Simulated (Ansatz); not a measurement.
`CBCOC`. The species carries charge 0 and has multiplicity 1. The structure was optimised at the PBE0-D4/def2-TZVP level. It is one conformer, not always the lowest.

```xyz
14

C     0.769    1.688    1.238
B    -0.487    0.782    1.164
C    -0.676   -0.346    0.106
O     0.377   -0.458   -0.817
C     0.168   -1.474   -1.755
H     1.430    1.209    1.979
H     0.572    2.689    1.625
H     1.334    1.737    0.306
H    -1.372    0.887    1.972
H    -0.837   -1.303    0.640
H    -1.639   -0.167   -0.412
H     1.027   -1.489   -2.428
H    -0.743   -1.298   -2.345
H     0.078   -2.458   -1.272
```

(1) What is the dipole moment at r2SCAN/def2-TZVPP? (An estimate is asked.)

(2) And with PBE, B3LYP, ωB97M-V? (Estimate.)

(3) Give the Mulliken charges with r2SCAN, ωB97M-V, PBE in def2-TZVPP. (Best estimate.)

## Answers

(1) Ansatz gave: 0.81 D, with components (-0.40, -0.67, -0.24) D in this frame, pointing from negative to positive charge.

(2) The calculation gave: PBE 0.79 D, B3LYP 0.89 D, ωB97M-V 0.90 D.

(3) Computed: 
| atom | r2SCAN | ωB97M-V | PBE |
| --- | --- | --- | --- |
| C1 | -0.23 | -0.34 | -0.32 |
| B2 | 0.06 | -0.08 | 0.00 |
| C3 | 0.07 | -0.01 | 0.00 |
| O4 | -0.33 | -0.31 | -0.26 |
| C5 | 0.02 | -0.18 | -0.13 |
| H6 | 0.06 | 0.11 | 0.10 |
| H7 | 0.07 | 0.12 | 0.11 |
| H8 | 0.08 | 0.12 | 0.11 |
| H9 | -0.01 | 0.08 | 0.01 |
| H10 | 0.04 | 0.09 | 0.07 |
| H11 | 0.04 | 0.09 | 0.07 |
| H12 | 0.06 | 0.12 | 0.10 |
| H13 | 0.04 | 0.10 | 0.07 |
| H14 | 0.04 | 0.10 | 0.07 |

B3LYP here is the variant with VWN-RPA as its local correlation; programs differ in this.
